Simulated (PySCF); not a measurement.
Al(Me)(OH)2 cation (CH5AlO2), SMILES [CH3][Al]([OH])[OH] (connectivity only; charge and spin as stated), charge +1, multiplicity 2.

Geometry optimised at PBE-D3(BJ)/def2-SVP. The multiplicity is an assumed one; other spin states were not compared. The isomer is the one that the SMILES or the coordinates give; other isomers of the formula were not compared. One conformer was computed; it need not be the lowest.

These are PBE/def2-TZVP in PySCF values and carry that method's errors.

The molecule is in vacuum.

Computed frontier levels, dipole moment and polarisability:
α spin, highest occupied and lowest empty level: -12.99 and -6.94 eV
β spin, highest occupied and lowest empty level: -12.97 and -11.91 eV
dipole moment about the centre of nuclear charge: 0.480 e·Å
mean static polarisability: 47.9 bohr³ (7.09 Å³)
polarisability, principal values: 32.2, 44.8, 66.7 bohr³
⟨S²⟩: 0.754 (pure state 0.75)
